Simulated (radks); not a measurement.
The numbers below are computed, except where a source is named.
Spherical jellium clusters: N electrons in a uniform positive sphere of charge N and radius rs N^(1/3), rs = 5.5 bohr. Level of theory: non-relativistic Kohn-Sham, LDA (Slater exchange, Perdew-Wang correlation), spin-polarised, spherical densities (a radial shooting solver with Libxc functionals). Levels are named by radial order and angular momentum (1s, 1p, 1d, 2s, ...), and open shells are averaged over m.

N = 29, configuration 1s2 1p6 1d10 2s2 1f(up 7, down 2). This is the lowest configuration that the search found. Occupied and some empty levels:

| level | occupation | eigenvalue (eV) | <r> (bohr) |
|---|---|---|---|
| 1s up | 1 | -3.6450 | 10.39 |
| 1s down | 1 | -3.5436 | 9.761 |
| 1p up | 3 | -3.3207 | 12.12 |
| 1p down | 3 | -3.1756 | 11.87 |
| 1d up | 5 | -2.8984 | 13.17 |
| 1d down | 5 | -2.7344 | 13.10 |
| 2s up | 1 | -2.6571 | 9.817 |
| 2s down | 1 | -2.5854 | 10.24 |
| 1f up | 7 | -2.3837 | 13.98 |
| 1f down | 2 | -2.2135 | 14.00 |
| 2p up | 0 | -1.9630 | 11.34 |
| 2p down | 0 | -1.8924 | 11.44 |
| 1g up | 0 | -1.7872 | 14.69 |
| 1g down | 0 | -1.6189 | 14.79 |
| 2d up | 0 | -1.2653 | 13.19 |
| 2d down | 0 | -1.1846 | 13.25 |

Energy (eV): total -52.6479, kinetic 28.948, external -1620.5, Hartree 808.70, exchange-correlation -82.420, background 812.59.
